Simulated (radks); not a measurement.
Values are calculated unless marked as measured or tabulated.
Species: the rhodium ion Rh35+. Configuration: [Ne]. Level of theory: Dirac Kohn-Sham, PBE, spin-unpolarised, spherical densities, finite nucleus; Fermi nuclear charge, rms radius 4.4945 fm (a radial shooting solver on a logarithmic mesh with Libxc functionals).

Spin-orbit splittings of the eigenvalues, e(l+1/2) - e(l-1/2), with zeta = 2 splitting/(2l+1) and mean radii in bohr:

shell  occ.  splitting (eV)  zeta (eV)  <r> j=l-1/2  <r> j=l+1/2
2p        6           151.1      100.7       0.1176       0.1222
3p        0               ?          ?       0.3165       0.3231

Estimate the 3p splitting.

Answer. 39.24 eV (zeta = 26.16 eV).
